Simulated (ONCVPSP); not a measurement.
How hard is this silicon ONCV potential?

| Quantity | Value |
| --- | --- |
| Element | silicon |
| Generator | ONCVPSP 4.0.1 |
| Type | optimised norm-conserving Vanderbilt (ONCV) |
| Functional | PBE |
| Relativity | scalar-relativistic |
| Frozen core | [Ne] |
| Valence charge | 4 |
| Reference configuration | 3s2 3p2 |
| Partial waves | 3s: rc 1.40 bohr, ncon 3, nbas 7, qcut 6 1/bohr, 2 projectors, debl 1.4 Ha; 3p: rc 1.70 bohr, ncon 3, nbas 7, qcut 5 1/bohr, 2 projectors, debl 1.7 Ha |
| Local potential | polynomial inside 1.10 bohr (lpopt 3, dvloc0 0 Ha) |
| Core correction | none |

For each optimised wave give the share of its norm inside rc, the residual kinetic energy above qcut (Ha) and the cutoffs (Ha) for errors of 10, 1, 0.1 and 0.01 mHa per electron.

```json
{"wave": "3s", "norm inside rc": "0.169", "residual KE": "6.3e-05", "10 mHa": "5.0", "1 mHa": "7.5", "0.1 mHa": "16.2", "0.01 mHa": "73.8"}
{"wave": "s projector 2", "norm inside rc": "0.139", "residual KE": "3.4e-04", "10 mHa": "9.2", "1 mHa": "14.8", "0.1 mHa": "41.6", "0.01 mHa": "125.6"}
{"wave": "3p", "norm inside rc": "0.173", "residual KE": "2.5e-06", "10 mHa": "2.1", "1 mHa": "3.2", "0.1 mHa": "8.2", "0.01 mHa": "11.0"}
{"wave": "p projector 2", "norm inside rc": "0.249", "residual KE": "1.1e-03", "10 mHa": "4.5", "1 mHa": "13.2", "0.1 mHa": "74.5", "0.01 mHa": "not reached"}
```

The occupied waves need 7.5 Ha and 16 Ha for 1 and 0.1 mHa. Note: ghosts flagged at negative energy: s at -114.4 eV; no localised positive-energy state flagged. A true bound ghost makes a file unfit for plane-wave use.
